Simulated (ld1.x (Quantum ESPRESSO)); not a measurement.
## hafnium (Hf): excitation energies, all-electron against TM

```
Element                 : hafnium (Hf)
Generator               : ld1.x (Quantum ESPRESSO) 7.5
Type                    : norm-conserving Troullier–Martins (Kleinman–Bylander form)
Functional              : Wu–Cohen
Relativity              : fully relativistic
Frozen core             : [Xe] 4f14
Valence charge          : 4
Reference configuration : 5d2 6s2 6p0
Partial waves           : 6p (bound, empty): rc 3.60 bohr; 5d (bound): rc 1.80 bohr; 6s (bound): rc 2.45 bohr
Local potential         : the s channel
Core correction         : none
```

Open shells are filled in proportion to 2j + 1 (rel_dist='average').

Energies are relative to the spin-unpolarised reference configuration 5d2 6s2 6p0; without spin polarisation the order of configurations can differ from experiment.

```json
{"valence configuration": "5d2 6s1 6p0", "charge": "+1", "ΔE all-electron (eV)": "8.024", "error AE − PS (meV)": "-17"}
{"valence configuration": "5d2 6s0 6p0", "charge": "+2", "ΔE all-electron (eV)": "22.155", "error AE − PS (meV)": "-73"}
{"valence configuration": "5d1 6s0 6p0", "charge": "+3", "ΔE all-electron (eV)": "43.914", "error AE − PS (meV)": "-35"}
{"valence configuration": "5d1 6s2 6p1", "charge": "0", "ΔE all-electron (eV)": "1.993", "error AE − PS (meV)": "+15"}
{"valence configuration": "5d2 6s0 6p1", "charge": "+1", "ΔE all-electron (eV)": "12.731", "error AE − PS (meV)": "-25"}
{"valence configuration": "5d1 6s2 6p0", "charge": "+1", "ΔE all-electron (eV)": "6.552", "error AE − PS (meV)": "+29"}
```

(1) What are ΔE and the potential's error for 5d2 6s1 6p1?

Levels in the configuration 5d1 6s0 6p0:

```json
{"level": "5d j=3/2", "all-electron (eV)": "-27.505", "pseudo (eV)": "-27.247"}
{"level": "5d j=5/2", "all-electron (eV)": "-26.800", "pseudo (eV)": "-26.527"}
```

Answers

(1) ΔE = 3.866 eV all-electron; the error (AE − PS) is -3.5 meV.
